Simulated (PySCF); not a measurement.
FGeH5N2O, SMILES [OH][Ge]([F])([NH2])[NH2]. Coordinates come from a PBE-D3(BJ)/def2-SVP optimisation. This is a generated structure with no PubChem entry under its InChIKey; it may be hypothetical. The values are those of a single conformer.

Computed equilibrium geometry at PBE-D3(BJ)/def2-SVP (PySCF confirms it by a frequency run) as a Z-matrix (one conformer of several):
```
Ge
F 1 1.7677
O 1 1.7803 2 108.34
H 3 0.9760 1 108.67 2 92.63
N 1 1.8261 2 112.67 3 -115.73
H 5 1.0263 1 113.32 2 -28.26
H 5 1.0272 6 108.44 1 -124.07
N 1 1.8309 2 104.27 3 118.69
H 8 1.0259 1 112.55 2 131.13
H 8 1.0259 9 109.10 1 125.63
```
Charge 0, spin multiplicity 1.
